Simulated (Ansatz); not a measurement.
Relaxation of ClF3H3NTi (9 atoms, charge 0, multiplicity 1), to a largest force component of 0.03 eV/Å in at most 50 steps.

Theory: RKS BHLYP-D4/def2-SVP (Ansatz).

```xyz
9
Properties=species:S:1:pos:R:3:forces:R:3
Ti -0.497 0.189 -0.473 -1.04 0.47 1.37
N -0.139 -0.341 2.702 -0.77 0.57 -0.54
H -0.332 -1.244 3.111 0.00 0.00 0.00
H 0.591 0.098 3.245 -0.01 0.01 0.00
F 1.018 0.919 -0.155 0.00 0.00 0.00
F -0.832 0.574 -2.104 0.00 0.00 -0.01
F -0.434 -1.520 -0.429 0.00 0.00 0.00
Cl -2.263 1.104 0.723 1.02 -0.51 -0.89
H -0.992 0.233 2.788 0.79 -0.53 0.07
```

Problem. Where does it end, and by what steps?

Solution. The forces met the threshold. The force dipped under the threshold on the way, but the program's further checks kept it going. After 25 steps the energy has fallen by 0.799 eV; H4 moved furthest, 0.95 Å. Joined: Ti1–N2 (3.24 → 2.29 Å).

```json
{"step": "0", "energy less start (eV)": "0.0000", "largest force component (eV/Å)": "1.367", "accepted": "yes"}
{"step": "1", "energy less start (eV)": "-0.3067", "largest force component (eV/Å)": "0.883", "accepted": "yes"}
{"step": "2", "energy less start (eV)": "-0.5755", "largest force component (eV/Å)": "0.677", "accepted": "yes"}
{"step": "3", "energy less start (eV)": "-0.7293", "largest force component (eV/Å)": "1.326", "accepted": "yes"}
{"step": "4", "energy less start (eV)": "-0.7649", "largest force component (eV/Å)": "0.702", "accepted": "yes"}
{"step": "5", "energy less start (eV)": "-0.7814", "largest force component (eV/Å)": "0.249", "accepted": "yes"}
{"step": "6", "energy less start (eV)": "-0.7856", "largest force component (eV/Å)": "0.072", "accepted": "yes"}
{"step": "7", "energy less start (eV)": "-0.7867", "largest force component (eV/Å)": "0.073", "accepted": "yes"}
{"step": "8", "energy less start (eV)": "-0.7875", "largest force component (eV/Å)": "0.015", "accepted": "yes"}
{"step": "9", "energy less start (eV)": "-0.7562", "largest force component (eV/Å)": "0.937", "accepted": "no"}
{"step": "10", "energy less start (eV)": "-0.7878", "largest force component (eV/Å)": "0.019", "accepted": "yes"}
{"step": "11", "energy less start (eV)": "-0.7867", "largest force component (eV/Å)": "0.296", "accepted": "no"}
{"step": "12", "energy less start (eV)": "-0.7885", "largest force component (eV/Å)": "0.068", "accepted": "yes"}
{"step": "13", "energy less start (eV)": "-0.7891", "largest force component (eV/Å)": "0.135", "accepted": "yes"}
{"step": "14", "energy less start (eV)": "-0.7900", "largest force component (eV/Å)": "0.131", "accepted": "yes"}
{"step": "15", "energy less start (eV)": "-0.7880", "largest force component (eV/Å)": "0.341", "accepted": "no"}
{"step": "16", "energy less start (eV)": "-0.7914", "largest force component (eV/Å)": "0.090", "accepted": "yes"}
{"step": "17", "energy less start (eV)": "-0.7928", "largest force component (eV/Å)": "0.085", "accepted": "yes"}
{"step": "18", "energy less start (eV)": "-0.7938", "largest force component (eV/Å)": "0.208", "accepted": "yes"}
{"step": "19", "energy less start (eV)": "-0.7956", "largest force component (eV/Å)": "0.080", "accepted": "yes"}
{"step": "20", "energy less start (eV)": "-0.7975", "largest force component (eV/Å)": "0.006", "accepted": "yes"}
{"step": "21", "energy less start (eV)": "-0.7709", "largest force component (eV/Å)": "0.829", "accepted": "no"}
{"step": "22", "energy less start (eV)": "-0.7986", "largest force component (eV/Å)": "0.047", "accepted": "yes"}
{"step": "23", "energy less start (eV)": "-0.7970", "largest force component (eV/Å)": "0.278", "accepted": "no"}
{"step": "24", "energy less start (eV)": "-0.7971", "largest force component (eV/Å)": "0.246", "accepted": "no"}
{"step": "25", "energy less start (eV)": "-0.7989", "largest force component (eV/Å)": "0.008", "accepted": "yes"}
```

```xyz
9
Properties=species:S:1:pos:R:3
Ti -0.499 0.160 0.019
N -0.250 -0.224 2.262
H -0.825 -1.000 2.565
H 0.714 -0.446 2.481
F 0.868 1.186 0.328
F -0.643 0.433 -1.682
F -0.219 -1.554 -0.019
Cl -2.510 0.873 0.645
H -0.515 0.586 2.809
```

Whether the end is a true minimum wasn't checked by a vibrational analysis.

Time of the run: 82 s on 4 threads of Intel(R) Xeon(R) Platinum 8375C CPU @ 2.90GHz (Ice Lake), with other jobs on the host, peak memory 0.35 GiB.
